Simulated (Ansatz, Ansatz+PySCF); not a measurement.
```tsv
atom	x (Å)	y (Å)	z (Å)
H	0.0000	0.0000	-2.4276
Cl	0.0000	0.0000	0.1428
```

Basis set: cc-pVDZ (spherical functions). Left uncorrelated: 5 orbitals. Charge 0, multiplicity 1.

Computed with Ansatz (development build ahead of 0.2.0); each method stands on the lowest determinant of its kind that the runs found. Restricted open shells among the atoms or ions are ROHF, correlated in semicanonical orbitals with singles. Restricted functionals stand beside restricted open-shell atoms, which can lie above the unrestricted atoms usual in DFT and then raise those values.

The atomization energy at this shape (free ground-state atoms in the same class of orbitals less the molecule, no zero-point energy) of singlet HCl:

```tsv
method	atomization energy
ωB97X (unrestricted)	23.2 kJ/mol
r²SCAN (unrestricted)	48.0 kJ/mol
ωB97X (restricted)	-59.4 kJ/mol
r²SCAN (restricted)	1.0 kJ/mol
PBE0 (unrestricted)	35.4 kJ/mol
PBE0 (restricted)	-26.6 kJ/mol
PBE (unrestricted)	52.0 kJ/mol
PBE (restricted)	27.2 kJ/mol
UHF-CCSDT(Q)	38.4 kJ/mol
RHF-CCSD(T)	39.2 kJ/mol
UHF-CCSD(T)	22.5 kJ/mol
UHF-MP2	12.2 kJ/mol
RHF-MP2	-53.9 kJ/mol
UHF	7.2 kJ/mol
```

Q: What does RHF give?

A: -220.3 kJ/mol. Caution for ωB97X (unrestricted), r²SCAN (unrestricted), ωB97X (restricted), r²SCAN (restricted), PBE0 (unrestricted), PBE0 (restricted), PBE (unrestricted), PBE (restricted): charge can spread falsely over distant fragments. Caution for ωB97X (unrestricted), UHF-CCSDT(Q), UHF-CCSD(T), UHF-MP2, UHF: the unrestricted determinant is a mixture of spin states. Caution for r²SCAN (unrestricted), PBE0 (unrestricted): the unrestricted determinant is spin contaminated. Caution for ωB97X (restricted), r²SCAN (restricted), PBE0 (restricted), RHF-CCSD(T), RHF-MP2, RHF: an unrestricted determinant lies well below. Caution for UHF-CCSDT(Q), UHF-CCSD(T), UHF-MP2: a plain start can end on a higher determinant; bonds are stretched, where a single reference can fail. Caution for UHF-CCSDT(Q), RHF-CCSD(T): the amplitudes may be one of several solutions. Caution for RHF-CCSD(T), RHF-MP2: large amplitudes, a single reference is doubtful. Caution for UHF-CCSD(T): another reference gives a lower total. Caution for RHF: the molecule lies well above its atoms at this level.
